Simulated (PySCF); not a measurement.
MoO2Cl, SMILES [O]=[Mo+](=[O])[Cl], charge +1, multiplicity 1.

Geometry optimised at PBE-D3(BJ)/def2-SVP. The multiplicity is an assumed one; other spin states were not compared. The isomer is the one that the SMILES or the coordinates give; other isomers of the formula were not compared. The def2 effective core potentials stand for the cores of Mo; spin–orbit coupling is left out.

These are PBE/def2-TZVPD run with PySCF values and carry that method's errors.

Isolated molecule, no solvent.

Computed frontier levels, gap, dipole moment and polarisability:
The highest occupied level comes out as -14.19 eV and the lowest empty level is -11.77 eV. The orbital gap is 2.43 eV. The dipole moment about the centre of nuclear charge is 3.92 D and the mean static polarisability is 49.3 bohr³ (7.31 Å³). The polarisability, principal values is 32.3, 49.0, 66.8 bohr³.
